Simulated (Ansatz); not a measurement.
A nudged elastic band was laid between two geometries of FH5NSi2 (9 atoms, charge 1, multiplicity 1).

Method: Ansatz 0.2.0, RKS PBE0-D4/def2-SVP.

```
movable images  : 9
climbing image  : yes
spring          : 5.0 eV/Å²
optimiser       : quadratic models (default)
start path      : IDPP
force threshold : 0.03 eV/Å
iteration limit : 60
end points      : relaxed
```

First end point:

```xyz
9
Properties=species:S:1:pos:R:3
N 0.333 1.425 -0.362
Si -0.095 -0.206 -1.492
F 0.953 -1.227 -0.171
Si -0.746 -1.432 0.397
H 0.854 1.196 0.494
H -0.498 1.955 -0.071
H 0.922 2.076 -0.895
H -0.697 -0.902 1.786
H -1.027 -2.885 0.315
```

Last end point:

```xyz
9
Properties=species:S:1:pos:R:3
N -0.048 1.483 -0.273
Si -0.576 -0.130 -1.384
F 1.016 -1.007 -0.629
Si -0.318 -1.574 0.443
H -0.821 1.855 0.293
H 0.253 2.248 -0.889
H 0.733 1.305 0.371
H 0.131 -1.135 1.793
H -0.371 -3.045 0.274
```

(1) What changes between the two ends?

(2) Give the energies along the band, and the barrier.

(3) What is the geometry of the highest image?

## Answers

(1) No bond is made or broken. The dihedral H5–N1–Si2–Si4 goes from 44 to -81°.

(2) The run converged. The highest image is number 5 of 0 to 10, 0.3 kcal/mol above the ends, which have the same energy within 2 meV. A vibrational analysis at the climbing image gives one clearly imaginary mode, 84i cm⁻¹: a first-order saddle point. Limits of this set-up: the dipole of an ion depends on the origin.

| image | path coordinate (Å) | energy (kcal/mol) | dihedral H5–N1–Si2–Si4 (°) |
| --- | --- | --- | --- |
| 0 | 0.00 | 0.0 | 44 |
| 1 | 0.33 | 0.0 | 31 |
| 2 | 0.66 | 0.1 | 18 |
| 3 | 0.99 | 0.2 | 5 |
| 4 | 1.31 | 0.3 | -8 |
| 5 | 1.64 | 0.3 | -21 |
| 6 | 1.95 | 0.3 | -33 |
| 7 | 2.26 | 0.2 | -45 |
| 8 | 2.57 | 0.1 | -57 |
| 9 | 2.87 | 0.0 | -69 |
| 10 | 3.18 | 0.0 | -81 |

(3) 
```xyz
9
Properties=species:S:1:pos:R:3:forces:R:3
N 0.041 1.480 -0.275 0.01 -0.01 -0.02
Si -0.537 -0.115 -1.395 -0.01 0.01 -0.01
F 0.978 -1.049 -0.558 0.00 -0.01 0.01
Si -0.430 -1.568 0.439 0.01 0.00 -0.01
H -0.073 1.439 0.744 0.00 0.01 0.01
H -0.448 2.324 -0.596 -0.01 0.00 0.01
H 1.040 1.652 -0.451 0.00 0.00 0.00
H -0.057 -1.125 1.810 0.00 0.00 0.00
H -0.514 -3.039 0.280 0.00 0.00 0.00
```

The run took 92 s on 1 CPU thread of a shared host.
